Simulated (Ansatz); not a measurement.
`C=C([SiH3])C=S` + `[AlH2][SeH]` → `[AlH2][Se][SiH3]` + `C=CC=S`  (ligand exchange at the Si–C bond)

Isolated molecules relaxed with PBE0-D4/def2-TZVP in Ansatz; ΔE leaves out vibrations. CCSD(T)/CBS adds triple-zeta CCSD(T) − MP2 to the extrapolated MP2 energy (def2 sets, frozen cores). For Se outer-core shells are correlated without core-valence functions, which leaves a few kJ/mol of doubt a bond. Scalar relativity is left out up to krypton. One conformer a species, not always the lowest.

`C=C([SiH3])C=S`:

```xyz
11

C    -1.322    0.825   -0.104
C    -0.275    0.029    0.145
Si    1.240    0.060   -0.962
C    -0.258   -0.849    1.315
S    -1.537   -1.475    2.080
H    -1.346    1.483   -0.965
H    -2.178    0.840    0.566
H     2.435    0.445   -0.165
H     1.015    1.043   -2.051
H     1.486   -1.287   -1.540
H     0.740   -1.111    1.679
```

`[AlH2][SeH]`:

```xyz
5

Al    0.692    0.113    0.063
Se   -1.222   -1.138   -0.294
H     2.062   -0.669   -0.007
H     0.558    1.660    0.354
H    -2.090    0.034   -0.116
```

`[AlH2][Se][SiH3]`:

Z-matrix (Å, degrees):
```
Si
Se 1 2.284
H 1 1.484 2 111.0
H 1 1.484 2 111.1 3 -121.7
H 1 1.484 2 106.5 3 119.1
Al 2 2.311 1 94.8 3 60.9
H 6 1.579 2 117.5 1 180.0
H 6 1.583 2 118.3 1 -0.0
```

`C=CC=S`:

Cartesian coordinates in Å:
```
C 0.931 0.304 -0.804
C 0.192 0.340 0.308
C -0.958 -0.513 0.485
S -1.908 -0.536 1.794
H 0.688 -0.374 -1.616
H 1.795 0.944 -0.936
H 0.431 1.016 1.123
H -1.170 -1.180 -0.354
```

| species | HF/def2-QZVPP energy (Eh) |
| --- | --- |
| `C=C([SiH3])C=S` | -803.59978 |
| `[AlH2][SeH]` | -2643.60327 |
| `[AlH2][Se][SiH3]` | -2933.74509 |
| `C=CC=S` | -513.49118 |

(1) Work out ΔE.

Largest T1 diagnostic among the species: 0.016.

Results:

(1) ΔE = (-2933.74509) + (-513.49118) − (-803.59978) − (-2643.60327) = -0.03322 Eh = -87.2 kJ/mol. CCSD(T)/CBS gives -80.6 kJ/mol.

In def2-TZVPP, CCSD(T) changes the Hartree–Fock value by +10.8 kJ/mol (the triples alone add +1.2 kJ/mol) and MP2 by +7.9 kJ/mol.
